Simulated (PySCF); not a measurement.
# Ir⁺: interval between two levels

Ir⁺ [Xe] 4f14 5d7 6s1 [5F5, M_J = 5] → Ir⁺ [Xe] 4f14 5d7 6p1 [5G6, M_J = 6], as a difference of total energies. Calculation: PySCF 2.14, in x2c-SVPall-2c with one added diffuse shell each of s, d type (8s9p10d2f, 99 functions); the two-component X2C-1e Hamiltonian. Correlated levels: [Kr] 4d10 4f14 frozen; the 22 highest virtual spinors dropped. "Screened" scales the spin-orbit matrix elements by Boettger's factors to mimic the two-electron term; Breit and QED terms are absent.

```tsv
method	interval between two levels (cm⁻¹)
GHF (spin-free)	51986
GMP2 (spin-free)	53446
GHF (screened spin-orbit)	52242
GMP2 (screened spin-orbit)	54155
```

The labels give the starting determinants; with spin-orbit coupling the two ends relaxed to ⟨J²⟩ = 30.01, ⟨L²⟩ = 12.84, ⟨S²⟩ = 5.77 and ⟨J²⟩ = 42.03, ⟨L²⟩ = 20.79, ⟨S²⟩ = 6.15.
